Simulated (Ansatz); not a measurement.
Basis-set extrapolation for C10H18O2, SMILES `CC(C)C(=O)CC(=O)C(C)(C)C` (PBE0-D4/def2-TZVP geometry, frozen core, Ansatz). Multiplicity 1, RHF reference.

|  | def2-TZVPP | def2-QZVPP |
| --- | --- | --- |
| HF | -539.102521 | -539.126710 |
| MP2 correlation | -2.169924 | -2.312745 |
| CCSD(T) correlation | -2.352662 | not run |

Energies in hartree. Use E(X) = E(∞) + A·exp(−7.88·√X) for Hartree–Fock and E(X) = E(∞) + B·X^(−2.97) for correlation, with X = 3 and 4, and add CCSD(T) minus MP2 of the smaller set to the MP2 limit.

Problem. What is the CCSD(T) energy at the basis-set limit?

Solution. HF limit: -539.126710 + (-0.024189) × 0.13774 = -539.13004. MP2 limit: -2.312745 + (-0.142821) × 0.74074 = -2.41854. Higher-order term: -2.352662 − (-2.169924) = -0.18274. Total: -541.73132 hartree, 7.51 eV below CCSD(T)/def2-TZVPP.
